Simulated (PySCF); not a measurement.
## C: excitation energy

C [He] 2s2 2p2 (3P) → C [He] 2s1 2p2 3s1 (5P), as a difference of total energies. Calculation: PySCF 2.14, in aug-cc-pwCVDZ; the non-relativistic Hamiltonian (point nucleus). Correlated levels: valence: 1s2 frozen; valence and next inner shell: nothing frozen. The calculations carry no spin-orbit coupling.

```
                                method  excitation energy (cm⁻¹)
                                   UHF                     90834
                                   LDA                    104410
                                   PBE                    103600
                                  PBE0                    103190
                                r2SCAN                    101680
                             BHandHLYP                    107670
                                M06-2X                    108640
                         MP2 (valence)                    100440
                     SCS-MP2 (valence)                    102760
    MP2 (valence and next inner shell)                    100620
SCS-MP2 (valence and next inner shell)                    102870
```

Estimate what TPSSh gives.

105910 cm⁻¹, closest to LDA among the rows shown.

Estimate what B2PLYP gives.

106420 cm⁻¹, closest to BHandHLYP among the rows shown.

The upper state lies above the first ionisation limit, but in LS coupling its spin forbids autoionisation to the ground ion. A Rydberg-like electron needs more diffuse functions than a valence basis has.

The promoted electron is Rydberg-like, and one or two diffuse shells describe it only roughly, which tends to raise the upper state.
